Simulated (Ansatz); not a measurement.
Problem. Name a neutral molecule of B, Br, F with size of the dipole moment (PBE/def2-TZVPP) between 0.15 and 0.45 D and LUMO energy (ωB97M-V/def2-TZVPP) between 0.70 and 1.00 eV (Ansatz, PBE0-D4/def2-TZVP geometry).

Solution. `FB(Br)Br` (0.29 D, 0.77 eV). Other molecules can fit too; these were computed, each in one conformer that needn't be the lowest.
